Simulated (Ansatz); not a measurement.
Reaction (SMILES): CCCCF + 4 [H][H] (H2) → 4 C (CH4) + F (HF)
Geometries: B3LYP-D3(BJ)/def2-TZVP minima from Ansatz (a first-principles code), one conformer each, not searched for the lowest.

Quantity: energy of full hydrogenation (electronic energy difference), in kcal/mol. Valence correlation only, unless marked. Spin-orbit coupling is left out. No relativistic terms. CBS(X,Y): correlation extrapolated as X^-3; Hartree-Fock from the larger set.

CCSD(T)/CBS(cc-pVTZ,cc-pVQZ) (Ansatz) gives -74.2 kcal/mol.

Task: Another calculation gave -76.3 kcal/mol. Which level was it?
A. BHLYP/def2-TZVPD (Ansatz)
B. SVWN5/def2-TZVPD (Ansatz)
C. r2SCANh/def2-TZVPD (Ansatz)
D. HSE06/def2-TZVPD (Ansatz)

Result: D, HSE06/def2-TZVPD (Ansatz). The others give -73.7 (r2SCANh), -68.2 (SVWN5), -80.1 (BHLYP) kcal/mol.
